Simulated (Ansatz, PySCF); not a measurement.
Dimer: H2O (SMILES O) (first 3 atoms) with H2S (SMILES S); geometry from B3LYP-D3(BJ)/def2-TZVP.
(charge 0, multiplicity 1):
```tsv
atom	x (Å)	y (Å)	z (Å)
O	0.0663	0.3707	-0.0044
H	0.9296	0.6030	-0.3628
H	-0.2027	-0.4290	-0.4693
S	0.0129	0.0539	3.4709
H	-0.0112	0.2281	2.1337
H	-0.8980	1.0166	3.6825
```

Basis-set superposition error: the interaction energy with monomers in their own basis, and in the dimer's basis (counterpoise).

Programs: Ansatz (Gaussian basis) for Hartree–Fock, density functionals and correlated methods; PySCF for 6-31G* rows, M06-2X. 

```json
[
 {"level": "HF/aug-cc-pV(D+d)Z", "uncorrected (kcal/mol)": "-1.26", "counterpoise (kcal/mol)": "-1.06", "difference": "0.19"},
 {"level": "HF/aug-cc-pV(T+d)Z", "uncorrected (kcal/mol)": "-1.01", "counterpoise (kcal/mol)": "-0.96", "difference": "0.05"},
 {"level": "revPBE/def2-TZVPPD", "uncorrected (kcal/mol)": "-1.36", "counterpoise (kcal/mol)": "-1.31", "difference": "0.05"},
 {"level": "B3LYP/6-31G*", "uncorrected (kcal/mol)": "-4.27", "counterpoise (kcal/mol)": "-3.08", "difference": "1.19"},
 {"level": "BHLYP/def2-TZVPPD", "uncorrected (kcal/mol)": "-2.23", "counterpoise (kcal/mol)": "-2.20", "difference": "0.03"},
 {"level": "M06-2X/def2-TZVPPD", "uncorrected (kcal/mol)": "-2.48", "counterpoise (kcal/mol)": "-2.44", "difference": "0.04"},
 {"level": "CAM-B3LYP/def2-TZVPPD", "uncorrected (kcal/mol)": "-2.48", "counterpoise (kcal/mol)": "-2.43", "difference": "0.04"},
 {"level": "B2PLYP/def2-TZVPPD", "uncorrected (kcal/mol)": "-2.33", "counterpoise (kcal/mol)": "-2.19", "difference": "0.14"},
 {"level": "CCSD/aug-cc-pV(D+d)Z", "uncorrected (kcal/mol)": "-2.64", "counterpoise (kcal/mol)": "-1.90", "difference": "0.74"},
 {"level": "CCSD(T)/aug-cc-pV(T+d)Z", "uncorrected (kcal/mol)": "-2.81", "counterpoise (kcal/mol)": "-2.43", "difference": "0.37"}
]
```

The error is largest for B3LYP/6-31G* (1.19 kcal/mol) and smallest for BHLYP/def2-TZVPPD (0.03 kcal/mol).

Ansatz is a first-principles code.
